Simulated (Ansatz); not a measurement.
Species: C₁₀H₉BS, SMILES `Bc1cc2cccc(C=C)c2s1` (charge 0, multiplicity 1).

Give a relaxed geometry from B3LYP-D3(BJ)/def2-SVP in Ansatz (a quantum-chemistry and plane-wave program).

Several could match; the one computed here: the end point of this relaxation, one of several conformers (outside a Z-matrix the atoms follow the SMILES, hydrogens last).
Bonded distances (Å): B1–C2 1.524, B1–H13 1.206, B1–H14 1.207, C2–C3 1.383, C2–S12 1.766, C3–C4 1.428, C3–H15 1.092, C4–C5 1.412, C4–C11 1.426, C5–C6 1.386, C5–H16 1.092, C6–C7 1.408, C6–H17 1.092, C7–C8 1.399, C7–H18 1.092, C8–C9 1.471, C8–C11 1.415, C9–C10 1.341, C9–H19 1.096, C10–H20 1.094, C10–H21 1.092, C11–S12 1.742. Angles (°): C2–B1–H13 121.3, C2–B1–H14 118.7, H13–B1–H14 120.0, B1–C2–C3 127.5, B1–C2–S12 121.9, C3–C2–S12 110.6, C2–C3–C4 114.4, C2–C3–H15 122.1, C4–C3–H15 123.5, C3–C4–C5 129.0, C3–C4–C11 111.6, C5–C4–C11 119.3, C4–C5–C6 119.1, C4–C5–H16 119.9, C6–C5–H16 121.0, C5–C6–C7 120.8, C5–C6–H17 120.0, C7–C6–H17 119.2, C6–C7–C8 122.3, C6–C7–H18 118.9, C8–C7–H18 118.9, C7–C8–C9 123.1, C7–C8–C11 116.6, C9–C8–C11 120.3, C8–C9–C10 126.6, C8–C9–H19 115.2, C10–C9–H19 118.2, C9–C10–H20 122.4, C9–C10–H21 120.8, H20–C10–H21 116.8, C4–C11–C8 121.9, C4–C11–S12 111.2, C8–C11–S12 126.9, C2–S12–C11 92.1.
